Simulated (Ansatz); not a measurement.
Geometry optimisation, RKS PBE0-D4/def2-SVP in Ansatz.

Input:

```yaml
crystal:
  periodic: [false, false, false]
  atoms:
    - { symbol: Ga, position_ang: [0.064574, -0.542068, -0.426393] }
    - { symbol: H, position_ang: [-0.01189, 0.003421, 2.287731] }
    - { symbol: H, position_ang: [1.378984, 0.291715, -0.509038] }
    - { symbol: H, position_ang: [-1.379501, -0.101138, -0.820787] }
    - { symbol: S, position_ang: [0.340268, -2.642785, 0.339523] }
    - { symbol: H, position_ang: [-0.953138, -3.009555, 0.189857] }
    - { symbol: H, position_ang: [0.061304, -0.66449, 2.022908] }
basis:
  gaussian: { orbitals: def2-SVP }
hamiltonian:
  xc: pbe0
  dispersion: d4
relax:
  f_tol: 0.03
  max_steps: 50
```

Command:

```bash
$ ansatz run input.yaml --threads 2 --pin off --max-ram 3072MiB --backend cpu --events-out ev --progress --plain --runs-dir out
```

Question: Where does it end, and by what steps?

Answer: It converged. After 7 steps the energy has fallen by 0.132 eV; S5 moved furthest, 0.40 Å.

| step | energy less start (eV) | largest force component (eV/Å) | accepted |
| --- | --- | --- | --- |
| 0 | 0.0000 | 1.731 | yes |
| 1 | -0.1053 | 0.283 | yes |
| 2 | -0.1134 | 0.205 | yes |
| 3 | -0.1195 | 0.126 | yes |
| 4 | -0.1244 | 0.123 | yes |
| 5 | -0.1266 | 0.473 | yes |
| 6 | -0.1318 | 0.041 | yes |
| 7 | -0.1319 | 0.011 | yes |

```xyz
7
Properties=species:S:1:pos:R:3
Ga 0.088 -0.654 -0.341
H -0.090 0.311 2.163
H 1.408 0.171 -0.450
H -1.369 -0.115 -0.508
S 0.368 -2.821 -0.013
H -0.950 -3.121 -0.028
H 0.044 -0.435 2.261
```

Time of the run: 13 s on 2 threads of Intel(R) Xeon(R) Platinum 8259CL CPU @ 2.50GHz (Skylake/Cascade Lake), with other jobs on the host, peak memory 0.19 GiB.
